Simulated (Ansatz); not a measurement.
H6O2Si3, SMILES `[SiH3]O[Si]O[SiH3]`, relaxed with RKS PBE0-D4/def2-TZVP in the Gaussian-basis code of Ansatz from a PBE-D4/def2-SVP geometry. The force threshold is 0.005 eV/Å; the program also tests the step.

Total charge 0; spin multiplicity 1.

Start:

```xyz
11

Si    2.889   -0.257   -0.620
O     1.244   -0.155   -0.281
Si   -0.111   -1.073    0.110
O    -1.251    0.158    0.247
Si   -2.867    0.466    0.599
H     3.367   -1.683   -0.542
H     3.643    0.573    0.379
H     3.136    0.274   -2.003
H    -2.940    1.390    1.781
H    -3.599   -0.811    0.922
H    -3.510    1.118   -0.591
```

```json
{"step": "1", "energy (eV)": "-27816.3835", "largest force (eV/Å)": "1.367", "largest move (Å)": "0.000"}
{"step": "2", "energy (eV)": "-27816.4692", "largest force (eV/Å)": "0.868", "largest move (Å)": "0.050"}
{"step": "3", "energy (eV)": "-27816.4938", "largest force (eV/Å)": "0.192", "largest move (Å)": "0.056"}
{"step": "4", "energy (eV)": "-27816.5011", "largest force (eV/Å)": "0.105", "largest move (Å)": "0.041"}
{"step": "5", "energy (eV)": "-27816.5017", "largest force (eV/Å)": "0.027", "largest move (Å)": "0.017"}
{"step": "6", "energy (eV)": "-27816.5019", "largest force (eV/Å)": "0.008", "largest move (Å)": "0.019"}
{"step": "7", "energy (eV)": "-27816.5021", "largest force (eV/Å)": "0.011", "largest move (Å)": "0.038"}
{"step": "8 (rejected)", "energy (eV)": "-27816.5021", "largest force (eV/Å)": "0.016", "largest move (Å)": "0.006"}
{"step": "9", "energy (eV)": "-27816.5022", "largest force (eV/Å)": "0.001", "largest move (Å)": "0.003"}
```

End:

```xyz
11

Si    2.820   -0.242   -0.610
O     1.217   -0.225   -0.251
Si   -0.107   -1.106    0.151
O    -1.231    0.082    0.268
Si   -2.799    0.463    0.580
H     3.351   -1.630   -0.565
H     3.542    0.594    0.380
H     3.012    0.315   -1.971
H    -2.846    1.390    1.737
H    -3.581   -0.761    0.897
H    -3.379    1.122   -0.616
```

It took 56 s on 4 threads of a server CPU on a shared host, with 0.6 GiB of host memory at the peak.
